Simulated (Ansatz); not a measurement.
CH3N (SMILES C=N), charge 0, multiplicity 1, relaxed at each level with Ansatz (a first-principles code); harmonic frequencies from differences of analytic forces, average atomic masses, frozen cores.

Task: Give the equilibrium geometry, the harmonic frequencies and the zero-point energy at CCSD(T)/cc-pVDZ.

Result: 
(charge 0, multiplicity 1):
| atom | x (Å) | y (Å) | z (Å) |
|---|---|---|---|
| C | -0.5578 | 0.1782 | 0.0105 |
| N | 0.6206 | -0.3435 | -0.0124 |
| H | -1.4323 | -0.4953 | 0.0216 |
| H | -0.7778 | 1.2646 | 0.0202 |
| H | 1.3161 | 0.4227 | -0.0200 |
Frequencies (cm⁻¹): 1054, 1069, 1155, 1385, 1473, 1674, 3051, 3158, 3403. Zero-point energy 24.91 kcal/mol.

Task: Give the equilibrium geometry, the harmonic frequencies and the zero-point energy at CCSD(T)/cc-pVTZ.

Result: 
(charge 0, multiplicity 1):
```csv
atom,x (Å),y (Å),z (Å)
C,-0.5602,0.1789,0.0105
N,0.6111,-0.3305,-0.0122
H,-1.4192,-0.4890,0.0214
H,-0.7708,1.2507,0.0200
H,1.3080,0.4166,-0.0199
```
Frequencies (cm⁻¹): 1073, 1081, 1162, 1387, 1483, 1675, 3052, 3152, 3440. Zero-point energy 25.02 kcal/mol.

Doubts at one or more of the structures used: a restricted determinant that unrestricted orbitals would lower (CCSD(T)/cc-pVDZ, CCSD(T)/cc-pVTZ).
